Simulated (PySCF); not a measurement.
BI₂⁺ (singlet). Level of theory: PBE0 in PySCF with B def2-TZVP, I def2-TZVP with ECP28; scalar-relativistic core potentials, no spin–orbit coupling; density-fitted integrals.

Harmonic bands of its minimum:

```tsv
ω (cm⁻¹)	IR (km/mol, summed over degenerate members)	degeneracy
230	0.6	2
232	0.0	1
1103	483	1
```

The central atom is B. Infer the point group and assign the bands.

D∞h. The modes span πu + σg+ + σu+: 230 πu, 232 σg+, 1103 σu+. The computed geometry has B–I 1.967 Å (×2); I–B–I 180.0°.

Other isomers or separated fragments may lie lower.
